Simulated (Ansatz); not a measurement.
CH2FNOSi, SMILES `O[Si]1(F)C=N1`. Total charge 0; spin multiplicity 1. The structure was optimised at the PBE0-D4/def2-TZVP level. It is one conformer, not always the lowest.

```xyz
7

O     0.709   -1.361    0.895
Si   -0.008    0.046    0.546
F    -0.133    0.785    1.931
C    -0.150    0.856   -0.991
N    -1.245    0.229   -0.654
H     0.818   -1.988    0.178
H     0.009    1.433   -1.905
```

Task: What is the dipole moment at ωB97M-V/def2-TZVPP? (An estimate is asked.)

Result: Ansatz gave: 2.56 D, with components (1.92, -0.82, -1.49) D in this frame, pointing from negative to positive charge.

Task: And with PBE, r2SCAN, B3LYP? (An estimate is asked.)

Result: The calculation gave: PBE 2.44 D, r2SCAN 2.50 D, B3LYP 2.56 D.

Task: Give the Mulliken charges with ωB97M-V, B3LYP, r2SCAN in def2-TZVPP. (Estimate.)

Result: Ansatz gave: 
| atom | ωB97M-V | B3LYP | r2SCAN |
| --- | --- | --- | --- |
| O1 | -0.35 | -0.36 | -0.38 |
| Si2 | 0.70 | 0.70 | 0.77 |
| F3 | -0.29 | -0.30 | -0.30 |
| C4 | -0.08 | -0.08 | -0.06 |
| N5 | -0.30 | -0.29 | -0.31 |
| H6 | 0.19 | 0.20 | 0.21 |
| H7 | 0.14 | 0.13 | 0.07 |

B3LYP here is the variant with VWN-RPA as its local correlation; programs differ in this.
